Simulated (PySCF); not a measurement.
C2H8BNO, SMILES NBOCC. Atoms are numbered in the order given.

```xyz
13

B     -0.3552     0.7524     0.8918
H     -1.0548     0.0643     1.6232
O      0.4994     0.1809    -0.0200
C      0.5514    -1.2263    -0.2028
C     -0.2074    -1.6494    -1.4532
H      1.6227    -1.5125    -0.2905
H      0.1425    -1.7484     0.6927
H      0.1797    -1.1154    -2.3444
H     -0.1017    -2.7398    -1.6271
H     -1.2876    -1.4167    -1.3570
N     -0.4164     2.1574     0.9847
H     -1.0151     2.6387     1.6511
H      0.1459     2.7729     0.3964
```
Charge 0, spin multiplicity 1.

Geometry: PBE-D3(BJ)/def2-SVP. The structure was generated by enumeration, and PubChem lists no compound with its InChIKey, so it may never have been made. Other conformers were not sampled.

Computed with PBE-D3(BJ)/def2-SVP in PySCF.

No scaling factor is applied to the harmonic values.

Computed vibrational spectrum:
```csv
mode,ν (cm⁻¹),IR (km/mol),moving atoms (share of kinetic energy)
1,47,0.4,"H 31 %, O 30 %, C 24 %, B 9 %"
2,119,4.4,"H 38 %, N 22 %, B 21 %, C 11 %, O 8 %"
3,213,3.4,"H 72 %, O 14 %"
4,302,4.1,"H 60 %, O 15 %, C 12 %, B 10 %"
5,389,112.4,"H 68 %, N 17 %"
6,392,56.4,"H 41 %, C 24 %, O 17 %, N 12 %"
7,464,1.5,"H 36 %, C 21 %, O 20 %, N 13 %, B 10 %"
8,584,16.1,"H 79 %, B 15 %"
9,777,0.5,"H 72 %, C 13 %, N 8 %"
10,791,1.5,"H 74 %, C 11 %"
11,887,12.4,"H 68 %, B 29 %"
12,909,6.8,"H 53 %, C 25 %, O 13 %"
13,1021,25.0,"H 56 %, C 24 %, O 12 %, B 8 %"
14,1074,5.5,"H 48 %, C 47 %"
15,1103,31.9,"H 49 %, C 18 %, B 13 %, N 11 %, O 8 %"
16,1128,29.1,"H 49 %, C 37 %, O 10 %"
17,1207,69.6,"H 31 %, O 22 %, B 20 %, C 19 %"
18,1278,6.3,H 81 %
19,1323,51.8,"H 78 %, C 18 %"
20,1352,151.9,"H 66 %, C 25 %"
21,1405,19.2,H 95 %
22,1408,114.5,"H 61 %, B 25 %"
23,1422,17.5,H 91 %
24,1446,27.9,H 83 %
25,1544,308.9,"H 56 %, N 22 %, B 20 %"
26,2505,137.6,"H 91 %, B 9 %"
27,2941,55.3,H 95 %
28,2972,14.5,H 97 %
29,2995,29.5,"H 90 %, C 10 %"
30,3066,25.3,"H 91 %, C 9 %"
31,3070,18.9,"H 91 %, C 9 %"
32,3530,33.7,H 96 %
33,3648,34.1,"H 91 %, N 9 %"
```
